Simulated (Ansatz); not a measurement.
Consider the redistribution: `B[TeH]` + `O[SiH2]/C(O)=C/S` → `O/C([TeH])=C\S` + `B[SiH2]O`.

Calculated with Ansatz (gas phase, PBE0-D4/def2-TZVP geometries, no zero-point term in ΔE). CCSD(T)/CBS adds triple-zeta CCSD(T) − MP2 to the extrapolated MP2 energy (def2 sets, frozen cores). Double bonds are as drawn, so ΔE can hold a change between cis and trans. Functionals use def2-TZVPP. B3LYP here is the variant with VWN-RPA as its local correlation; programs differ in this. def2 core potentials past Kr. For Te outer-core shells are correlated without core-valence functions, which leaves a few kJ/mol of doubt a bond. One conformer a species, not always the lowest.

Is it downhill or uphill in electronic energy at CCSD(T)/CBS, and by how much? (An estimate is asked.)

Ansatz gave: Uphill: ΔE = +35.7 kcal/mol.

What do these levels give: r2SCAN-D4, ωB97X-V, ωB97M-V, r2SCAN, B3LYP, HF/def2-TZVPP, SCS-MP2/def2-TZVPP, CCSD(T)/def2-TZVPP, HF/def2-QZVPP, SCS-MP2/def2-QZVPP, MP2/CBS(def2), CCSD/CBS(def2)? (An estimate is asked.)

Computed: r2SCAN-D4 36.6, ωB97X-V 35.3, ωB97M-V 36.7, r2SCAN 36.5, B3LYP 35.4, HF/def2-TZVPP 36.8, SCS-MP2/def2-TZVPP 36.0, CCSD(T)/def2-TZVPP 36.7, HF/def2-QZVPP 36.5, SCS-MP2/def2-QZVPP 35.5, MP2/CBS(def2) 36.4, CCSD/CBS(def2) 35.4 kcal/mol.

Largest T1 diagnostic among the species: 0.015.

From PBE to PBE0 (25 % exact exchange), in def2-TZVPP and without D4, ΔE moves by +0.9 kcal/mol.
